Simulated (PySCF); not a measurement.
C₄H₅Br, SMILES C(=C=C)(Br)C. Atoms are numbered in the order given.

```xyz
10

C     -0.9564    -2.7271     0.0000
C     -0.2235    -1.6415     0.0000
C      0.5188    -0.5657     0.0000
C      2.0170    -0.4975     0.0000
Br    -0.3652     1.1548     0.0000
H     -1.2781    -3.1999    -0.9357
H     -1.2781    -3.1999     0.9357
H      2.3805     0.0428    -0.8887
H      2.3805     0.0428     0.8887
H      2.4426    -1.5116     0.0000
```
Charge 0, spin multiplicity 1.

The structure is a stationary point at B3LYP-D3(BJ)/def2-SVP.

Method: TDA-M06-2X/def2-SVPD in PySCF 2.14.0.

Vertical excitations. Gas-phase values at a fixed geometry. State labels are in the subgroup Cs.

```
state  symmetry  energy (eV)  λ (nm)      f                                                               main pairs
-----  --------  -----------  ------  -----  -----------------------------------------------------------------------
S1           A"         4.40     282  0.000                                                           HOMO→LUMO 94 %
S2           A'         5.80     214  0.009                                       HOMO−1→LUMO 49 %, HOMO−2→LUMO 43 %
S3           A"         6.23     199  0.000                 HOMO−1→LUMO+2 49 %, HOMO−3→LUMO 15 %, HOMO−2→LUMO+2 12 %
S4           A"         6.52     190  0.000                    HOMO−3→LUMO 42 %, HOMO−1→LUMO+2 26 %, HOMO→LUMO+3 8 %
S5           A"         6.72     185  0.010                                                         HOMO→LUMO+1 90 %
S6           A'         6.73     184  0.012                     HOMO→LUMO+2 39 %, HOMO−2→LUMO 33 %, HOMO−1→LUMO 22 %
S7           A"         7.23     172  0.000    HOMO−3→LUMO 33 %, HOMO→LUMO+3 25 %, HOMO→LUMO+6 12 %, HOMO→LUMO+4 9 %
S8           A'         7.30     170  0.765  HOMO→LUMO+2 45 %, HOMO−1→LUMO 15 %, HOMO−2→LUMO 14 %, HOMO−1→LUMO+1 9 %
S9           A"         7.44     167  0.000                                   HOMO−2→LUMO+2 76 %, HOMO−1→LUMO+2 18 %
S10          A'         7.56     164  0.306                                                       HOMO−1→LUMO+1 75 %
T1           A"         4.07     304      0                                                           HOMO→LUMO 95 %
T2           A'         4.44     279      0                     HOMO−1→LUMO 56 %, HOMO→LUMO+2 17 %, HOMO−2→LUMO 11 %
T3           A'         4.86     255      0                                       HOMO→LUMO+2 67 %, HOMO−1→LUMO 19 %
T4           A'         5.34     232      0                                       HOMO−2→LUMO 73 %, HOMO−1→LUMO 13 %
```
Triplets are in the Tamm–Dancoff approximation.
